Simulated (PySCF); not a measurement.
# Spinor energies of Yb³³⁺ (ytterbium, charge +33)

Start: [Kr] 4d1; 4d3/2 filled at m_j = +3/2. Calculated with PySCF 2.14 in an uncontracted even-tempered set (17 s from 3.3 bohr⁻², ratio 2.8; 14 p from 4.3 bohr⁻², ratio 2.8; 9 d from 4.3 bohr⁻², ratio 2.8; 3 f from 15 bohr⁻², ratio 3): generalised Hartree-Fock with the X2C-1e Hamiltonian and a Gaussian nucleus; one run each with spin-orbit coupling (SO) switched off, then screened by Boettger's factors.

```csv
spinor shell,electrons,"ε, spin-free (eV)","ε, screened SO (eV)",weight of nominal j (screened SO),"rms radius, screened SO (bohr)"
1s1/2,2,-62975.7,-62959.9,1.000,0.0223
2s1/2,2,-11907.7,-11902.5,1.000,0.0901
2p1/2,2,-10652.1,-11396.8,1.000,0.0768
2p3/2,4,-10652.1,-10342.6,1.000,0.0838
3s1/2,2,-3733.3,-3731.4,1.000,0.229
3p1/2,2,-3345.9,-3510.0,1.000,0.220
3p3/2,4,-3345.9,-3276.1,1.000,0.233
3d3/2,4,-2877.9,-2908.1,1.000,0.206
3d5/2,6,-2877.9,-2855.9,1.000,0.210
4s1/2,2,-1633.8,-1633.1,1.000,0.481
4p1/2,2,-1484.3,-1536.2,1.000,0.483
4p3/2,4,-1484.3,-1461.8,1.000,0.509
4d3/2,1,-1317.3,-1325.8,1.000,0.493
```

```tsv
quantity	spin-free	screened SO
E (hartree)	-13452.43209	-13466.01443
M_J	3/2	3/2
⟨J²⟩	4.344	3.751
⟨L²⟩	6.003	6.066
⟨S²⟩	0.751	0.815
```

Each row is a mean over spinors that exchange with the open shell spreads, by up to 11.931 eV (4p1/2).

Breit and QED terms are absent; they matter most for the inner s and p1/2 levels.

Densities and radii are taken from the X2C orbitals without a picture-change correction, which distorts them close to the nucleus.

Without spin-orbit coupling the j labels of p, d and f shells carry no meaning; the spin-free column gives the mean over the occupied spinors of each nl shell, and its ⟨J²⟩ belongs to a mixture of degenerate components.
